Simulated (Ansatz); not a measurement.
The first iterations of a band of CH9BN2 (13 atoms, charge 0, multiplicity 1).

Method: RKS PBE0/6-31G* (Ansatz 0.2.0).

| Property | Result |
| --- | --- |
| movable images | 5 |
| climbing image | yes |
| spring | 5.0 eV/Å² |
| optimiser | quadratic models (default) |
| start path | through a guess of the saddle point |
| force threshold | 0.2 eV/Å |
| iteration limit | 60 |
| end points | relaxed |

Image 0:

```xyz
13
Properties=species:S:1:pos:R:3
B -0.153 0.303 0.463
N 0.246 -0.353 1.751
H -0.419 -1.036 2.091
H 1.154 -0.799 1.728
H 0.702 0.320 -0.409
H -1.267 0.014 0.052
N -0.329 1.935 0.835
H -0.706 2.429 0.028
C 0.915 2.560 1.306
H 1.278 1.947 2.133
H 1.643 2.528 0.493
H 0.763 3.593 1.632
H -1.031 1.978 1.573
```

Image 6:

```xyz
13
Properties=species:S:1:pos:R:3
B -0.089 0.597 0.413
N -0.414 -0.317 1.810
H -0.490 -1.317 1.629
H 0.318 -0.166 2.501
H 0.987 0.148 0.054
H -1.019 0.300 -0.316
N -0.091 2.014 0.871
H -0.803 2.582 0.432
C 1.152 2.743 0.981
H 1.891 2.133 1.515
H 1.612 3.015 0.013
H 1.027 3.671 1.557
H -1.286 0.016 2.217
```

| iteration | highest image above the first end (eV) | largest band force component (eV/Å) |
| --- | --- | --- |
| 1 | 4.324 | 14.414 |
| 2 | 2.237 | 2.576 |
| 3 | 1.413 | 1.329 |
| 4 | 1.086 | 1.014 |

Does the band converge within its limit, and where does its top end?

The run converged. It ended after 12 iterations with the highest image 0.759 eV above the first end. The threshold of 0.2 eV/Å is loose, so the images may lie well off the minimum-energy path. Another band between the same ends (5 images) ends at a top of the same energy, where a vibrational analysis finds 1 clearly imaginary mode. The orbitals stay closed-shell, which can raise the energy where a bond breaks towards radicals; this wasn't checked here.

Time of the run: 3.5 min on 1 thread of Arm Neoverse V2, with other jobs on the host, peak memory 0.15 GiB.
